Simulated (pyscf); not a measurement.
6 silicon, germanium or tin steps of one kind (hydrogen shift, radical): barrier in kJ/mol, from the separated reactants or the lowest minimum found. PySCF, gas phase, ωB97X-D3(BJ)/def2-SVP geometries. Functionals in def2-TZVP; the last column is ωB97M-D3(BJ)/def2-TZVP. Rows were drawn at random from the steps of this kind and element class whose saddle was verified and whose references are stable.

| step | PBE | B3LYP-D3(BJ) | PBE0-D3(BJ) | ωB97M-D3(BJ) |
|---|---|---|---|---|
| •H₂C–CH(SiH₃)–Cl → H₃C–CH(SiH₂•)–Cl | 107.5 | 133.7 | 121.9 | 137.2 |
| •HN–SiH₂–Cl → H₂N–SiH•–Cl | 89.5 | 122.5 | 114.1 | 128.8 |
| F–SiH•–SiH₃ → F–SiH₂–SiH₂• | 108.4 | 128.2 | 122.9 | 127.0 |
| •H₂Si–PH₂ → H₃Si–PH• | 89.6 | 107.1 | 100.7 | 108.5 |
| •H₂C–SiH₂–Cl → H₃C–SiH•–Cl | 128.5 | 157.0 | 149.9 | 165.2 |
| •HN–SiH₃ → H₂N–SiH₂• | 95.6 | 126.3 | 117.7 | 131.4 |

Differences from the last column (kJ/mol): PBE: mean -29.8, median -32.7, mean size 29.8, lower in 6 of 6; B3LYP-D3(BJ): mean -3.9, median -4.3, mean size 4.3, lower in 5 of 6; PBE0-D3(BJ): mean -11.8, median -14.2, mean size 11.8, lower in 6 of 6. PBE is closest for row 3 (18.6 kJ/mol apart) and farthest for row 2 (39.3 kJ/mol). PBE, r²SCAN and M06-2X carry no added dispersion term. The last column is a level with limits of its own. Each barrier is that of the saddle found.
